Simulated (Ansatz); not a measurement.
`C[SiH2]B(N)F` + HCl → `NB(F)Cl` + `C[SiH3]` at 500 K and 1 bar (cleavage of the B–Si bond).

Isolated molecules relaxed with PBE0-D4/def2-TZVP in Ansatz; ΔE leaves out vibrations. CCSD(T)/CBS adds triple-zeta CCSD(T) − MP2 to the extrapolated MP2 energy (def2 sets, frozen cores). This one scheme is used for every species. Each species was taken in one conformer, which may not be the lowest.

```tsv
species	CCSD(T)/CBS energy (Eh)	H − E (kJ/mol)	S (J/(mol·K))
`C[SiH2]B(N)F`	-510.74426	282.3	430.1
HCl	-460.38127	32.5	201.9
`NB(F)Cl`	-640.42619	123.0	329.0
`C[SiH3]`	-330.73916	189.7	296.8
```

H − E and S are ideal-gas, rigid-rotor, harmonic terms from PBE0-D4/def2-TZVP, for one conformer and one mirror image of each species. 1 Eh = 2625.50 kJ/mol, R = 8.31446 J/(mol·K).

Question: By hand: ΔE, ΔH, ΔS and ΔG.

Answer: ΔE = (-640.42619) + (-330.73916) − (-510.74426) − (-460.38127) = -0.03982 Eh = -104.5 kJ/mol. Δ(H − E) = 123.0 + 189.7 − 282.3 − 32.5 = -2.1, so ΔH = -106.6 kJ/mol. ΔS = 329.0 + 296.8 − 430.1 − 201.9 = -6.2 J/(mol·K). ΔG = -106.6 − 500 × (-6.2)/1000 = -103.5 kJ/mol.

Question: By hand: the equilibrium constant, and the temperature at which ΔG would vanish if ΔH and ΔS stayed fixed.

Answer: log₁₀ K = −ΔG/(RT ln 10) = 10.8. ΔG = 0 at ΔH/ΔS = 17194 K, far beyond where these terms or the molecules hold.

The number of gas molecules stays the same, so ΔS is small and ΔH decides. A doubt of 5 kJ/mol in ΔE shifts log₁₀ K by 0.5 here. Other conformers and mirror images would add mixing entropy, several J/(mol·K) or more a flexible species. Modes under 60 cm⁻¹, often nearly free rotors, make the harmonic entropy too high. These are equilibria of isolated gas molecules and say nothing of rates. Largest T1 diagnostic: 0.012 (customary marks: 0.02 for closed shells, 0.045 for open ones).
